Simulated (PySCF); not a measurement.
Isomers of C4H6FNSi, mass 115.025 u with the commonest isotopes. Method used: wB97X-D/def2-SVPD in PySCF (dipole) on a GFN2-xTB geometry, gas phase. One conformer each, none proved a minimum here; rigid rotors.

Question: Order these by out-of-plane moment Σ m c² = (Ia + Ib − Ic)/2, largest first.
A. `[CH3:1]/[C:2](=[CH:3]/[F:4])[SiH2:5][C:6]#[N:7]` with C1–C2–Si5–C6 30°
B. `[N:1]#[C:2][C:3]1([F:4])[CH2:5][SiH2:6][CH2:7]1` with C2–C3–C5–Si6 -108°, C3–C5–Si6–C7 -8°, C5–Si6–C7–C3 8°, C2–C3–C7–Si6 108°
C. `C/C([SiH3])=C(/F)C#N`
D. `[CH:1]#[C:2]/[C:3]([F:4])=[CH:5]\[SiH2:6][NH2:7]` with C3–C5–Si6–N7 -159°, C5–Si6–N7–H 48° and -173°
E. `[CH:1]#[C:2]/[CH:3]=[CH:4]\[Si@@H:5]([NH2:6])[F:7]` with C3–C4–Si5–N6 49°, C4–Si5–N6–H 85° and -55°

Answer: B (47.02 u·Å²), A (15.68 u·Å²), E (14.00 u·Å²), D (7.32 u·Å²), C (4.50 u·Å²).

Question: Order these by dipole moment, largest first.
A. `[CH3:1]/[C:2](=[CH:3]/[F:4])[SiH2:5][C:6]#[N:7]` with C1–C2–Si5–C6 30°
B. `[CH:1]#[C:2]/[C:3]([F:4])=[CH:5]\[SiH2:6][NH2:7]` with C3–C5–Si6–N7 -159°, C5–Si6–N7–H 48° and -173°
C. `[N:1]#[C:2][C:3]1([F:4])[CH2:5][SiH2:6][CH2:7]1` with C2–C3–C5–Si6 -108°, C3–C5–Si6–C7 -8°, C5–Si6–C7–C3 8°, C2–C3–C7–Si6 108°
D. `C/C([SiH3])=C(/F)C#N`
E. `[CH:1]#[C:2]/[CH:3]=[CH:4]\[Si@@H:5]([NH2:6])[F:7]` with C3–C4–Si5–N6 49°, C4–Si5–N6–H 85° and -55°

Answer: C (4.19 D), D (3.94 D), A (3.31 D), E (2.51 D), B (2.30 D).

Question: Order these by radius of gyration √(Σ m r²/M), smallest first.
A. `[CH:1]#[C:2]/[C:3]([F:4])=[CH:5]\[SiH2:6][NH2:7]` with C3–C5–Si6–N7 -159°, C5–Si6–N7–H 48° and -173°
B. `C/C([SiH3])=C(/F)C#N`
C. `[CH3:1]/[C:2](=[CH:3]/[F:4])[SiH2:5][C:6]#[N:7]` with C1–C2–Si5–C6 30°
D. `[N:1]#[C:2][C:3]1([F:4])[CH2:5][SiH2:6][CH2:7]1` with C2–C3–C5–Si6 -108°, C3–C5–Si6–C7 -8°, C5–Si6–C7–C3 8°, C2–C3–C7–Si6 108°

Answer: D (1.843 Å), B (2.038 Å), C (2.108 Å), A (2.176 Å).

| SMILES | point group | Ia (u·Å²) | Ib (u·Å²) | Ic (u·Å²) | κ | μa (D) | μb (D) | μc (D) |
| --- | --- | --- | --- | --- | --- | --- | --- | --- |
| C/C([SiH3])=C(/F)C#N | Cs | 132.28 | 349.74 | 473.02 | -0.73 | 3.68 | 1.41 | 0.00 |
| C/C(=C/F)[SiH2]C#N | C1 | 128.69 | 398.22 | 495.55 | -0.83 | 3.04 | 0.75 | 1.08 |
| C#C/C(F)=C\[SiH2]N | C1 | 133.85 | 418.11 | 537.33 | -0.81 | 1.52 | 1.48 | 0.90 |
| C#C/C=C\[Si@@H](N)F | C1 | 122.63 | 365.17 | 459.80 | -0.81 | 2.39 | 0.20 | 0.74 |
| N#CC1(F)C[SiH2]C1 | Cs | 146.12 | 291.80 | 343.88 | -0.74 | 4.13 | 0.74 | 0.00 |
